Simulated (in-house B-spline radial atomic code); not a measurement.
# RPA and G0W0 on Hartree-Fock: Sb⁵⁺

Configuration [Kr] 4d10, mean-field start Hartree-Fock. Computed with an all-electron radial atomic-structure program (B-spline basis): all electrons, scalar-relativistic (spin-free one-electron X2C), finite nucleus, each spin shell either full or empty, empty states to l = 9 with an (l + 1/2)⁻⁴ tail; G0W0 by contour deformation at full frequency.

Command:
```bash
python run_gw.py task.json out
```
Settings (radii: box in bohr, nucleus in fm):
```
Z                        51
electrons                46
configuration            [Kr] 4d10
hamiltonian              x2c
method                   hf
lmax                     9
rms_radius               4.6802
spin_polarised           False
box_radius               10.43
intervals                67
```

Time taken, with all properties: 4.6 s on 1 thread of Arm Neoverse N1 (shared host).

Energies (hartree):

```csv
term,value
mean-field total,-6472.75825
Hartree-Fock functional on these orbitals,-6472.75825
direct second order,-3.7473
second-order exchange,1.0504
SOSEX correction,0.99774
```

(1) What is the RPA correlation energy, and what remains with SOSEX?

Quasi-particle levels (eV):

```
level  occupied  mean field  Σx - vxc     Σc  QP weight     G0W0
   4d       yes     -100.18      0.00      ?          ?        ?
   3d       yes     -615.16      0.00  10.97      0.903  -604.18
   5s        no      -53.29      0.00  -1.64      0.988   -54.93
```

G0W0 = mean field + (Σx - vxc) + Σc, with Σc (partial-wave tail included) taken at the quasi-particle energy. Only the outer levels were computed. Levels of low weight are left out.

(2) Where does G0W0 put 4d?

## Answers

(1) RPA gives -3.4059 hartree (-2.01 eV per electron); RPA + SOSEX gives -2.4081, and the second-order doubles (MP2) -2.6969 hartree. SOSEX takes back 29 % of the RPA value.

(2) At -100.42 eV, with Σc = -0.24 eV and a quasi-particle weight of 0.972. The tabulated removal energy is 99.51 ± 0.05 eV (NIST, measured); the calculation leaves out spin-orbit coupling, Breit and QED terms, and what these don't explain is the method's own error.
